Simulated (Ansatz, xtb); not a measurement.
## Two structures of AlCl2GeH2

Structure a: `[Cl][Al]([Cl])[GeH2]`, a doublet. Structure b: a doublet given by its coordinates. Both are isolated molecules in the gas phase, relaxed with B3LYP/6-31G*; the shapes shown needn't be the lowest conformers.

a (Å):

```yaml
atoms:
  - { symbol: Al, position_ang: [-2.2639, -1.7800, -0.1330] }
  - { symbol: Cl, position_ang: [-0.2992, -2.4685, -0.4779] }
  - { symbol: Cl, position_ang: [-3.8275, -3.1955, -0.1975] }
  - { symbol: Ge, position_ang: [-2.7369, 0.5944, 0.0571] }
  - { symbol: H, position_ang: [-1.5996, 1.5371, 0.5235] }
  - { symbol: H, position_ang: [-4.0701, 1.0307, 0.7142] }
```

b (Å):

```xyz
6

Al   -0.0509    0.0189   -0.8685
Cl    0.7175   -1.3355    0.7677
Cl    1.5192    1.0003   -1.8967
Ge   -0.2657    0.6068    2.0406
H    -1.2813   -0.5976   -1.6222
H    -0.6091    1.1058    0.3806
```

Close contacts (Å): Al1–Cl2 2.26, Al1–Cl3 2.12, Al1–Ge4 2.98, Cl2–Ge4 2.52, Al1–H5 1.57, Al1–H6 1.75, Ge4–H6 1.77.

Energies in hartree; the thermal terms are from B3LYP/6-31G* harmonic frequencies (ideal gas, rigid rotor, one conformer each, 298.15 K, 1 atm) and include the zero-point energy:

```
                               a            b
E, CCSD(T)/def2-SVP  −3237.537166  −3237.519310
    E, MP2/def2-SVP  −3237.487143  −3237.465127
  E, MP2/def2-TZVPP  −3238.300022  −3238.277405
  zero-point energy      0.017455      0.017823
       H(298 K) − E      0.025564      0.025353
       G(298 K) − E     −0.017001     −0.015904
```

Task: Correct the CCSD(T) difference for the basis set by the MP2 change, then work out ΔE, ΔE₀, ΔH and ΔG for a → b in kcal/mol (1 Eh = 627.51 kcal/mol) and the equilibrium ratio [b]/[a].

Result: 1. Differences b − a: CCSD(T) +0.017856, MP2 in the small set +0.022016, MP2 in the large set +0.022617 Eh.
2. ΔE = +0.017856 + (+0.022617 − (+0.022016)) = +0.018457 Eh = +11.58 kcal/mol.
3. ΔE₀ = ΔE + ΔZPE = +0.018457 + (+0.000368) Eh = +11.81 kcal/mol.
4. ΔH = ΔE + (−0.000211) Eh = +11.45 kcal/mol.
5. ΔG = ΔE + (+0.001097) Eh = +12.27 kcal/mol, so ΔS = (ΔH − ΔG)/T = −11.5 J/(mol K).
6. kT = 0.9442 mEh, so K = [b]/[a] = exp(−ΔG/kT) = exp(−20.71) ≈ 1.0 × 10^−9.

Structure a is favoured at this temperature. An error of 1 kcal/mol in ΔG would change K by a factor of 5.4. Mirror images and further conformers aren't counted.

Other levels gave ΔE = +7.9 (B3LYP/6-31G*); +13.1 (HF/def2-SVP); +13.8 (MP2/def2-SVP); +11.2 (CCSD(T)/def2-SVP) kcal/mol. Open shells are spin-unrestricted. The correlated steps freeze 24 core orbitals; the filled d shell of Ge is correlated, in a basis made for valence electrons. Programs: Ansatz 0.2.0.
